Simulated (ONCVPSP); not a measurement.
# What one change does to a pseudopotential (gold, ONCV)

* Element: gold
* Generator: ONCVPSP 4.0.1
* Type: optimised norm-conserving Vanderbilt (ONCV)
* Functional: Wu-Cohen
* Relativity: scalar-relativistic
* Frozen core: [Kr] 4d10 4f14
* Valence charge: 19
* Reference configuration: 5s2 5p6 5d10 6s1
* Partial waves: 5s+6s: rc 1.50 bohr, ncon 3, nbas 7, qcut 10 1/bohr, 2 projectors; 5p: rc 1.20 bohr, ncon 4, nbas 9, qcut 7.8 1/bohr, 2 projectors, debl 3.1 Ha; 5d: rc 2.25 bohr, ncon 5, nbas 9, qcut 5.9 1/bohr, 1 projector
* Local potential: polynomial inside 1.10 bohr (lpopt 4, dvloc0 1 Ha)
* Core correction: Teter function, fcfact 4, rcfact 1.2

Change: s: rc 2.16.

Cutoffs: the cutoffs (Ha) at which the residual kinetic energy of the hardest occupied pseudo-wave falls to 1 and 0.1 mHa per electron; they do not see the model core or the augmentation charge, which bear on the density cutoff. Errors are all-electron minus pseudo energies relative to the spin-unpolarised reference configuration.

**Question.** Predict the effect on cutoff, ghosts and configuration errors.

**Answer.** The potential gets neither clearly harder nor softer (49 Ha and 178 Ha → 49 Ha and 178 Ha); the p channel sets the loose cutoff, while the largest relative change is in s, which becomes softer; of the 4 tests that both files solve, the error grows in 2 and shrinks in 0 by more than 15 % and 0.3 meV (median size 7.5 → 8.4 meV); neither file shows a bound ghost.

```csv
quantity,base,changed
"cutoff, loose",49 Ha,49 Ha
"cutoff, tight",178 Ha,178 Ha
loose cutoff by channel,"s 33 Ha, p 49 Ha, d 16 Ha","s 17 Ha, p 49 Ha, d 16 Ha"
bound ghosts,none,none
GHOST(+) flags under 300 eV,none,none
"error for 5s2 5p6 5d10 6s0, meV [ΔE 9.45 eV]",-1.9,-4.6
"error for 5s2 5p6 5d9 6s0, meV [ΔE 30.69 eV]",-10,-12
"error for 5s2 5p6 5d8 6s0, meV [ΔE 64.61 eV]",-12,-13
"error for 5s2 5p6 5d9 6s1 6p1, meV [ΔE 7.59 eV]",+4.9,+4.7
p: phases at 1.22 bohr within 0.05 rad from the reference energy up to (Ha; the scan ends near 5),to the end of the scan,to the end of the scan
d: phases at 2.28 bohr within 0.05 rad from the reference energy up to (Ha; the scan ends near 5),1.2,1.2
"rms error of d²Exc/dni dnj with the model core, mHa",2.22,1.99
```
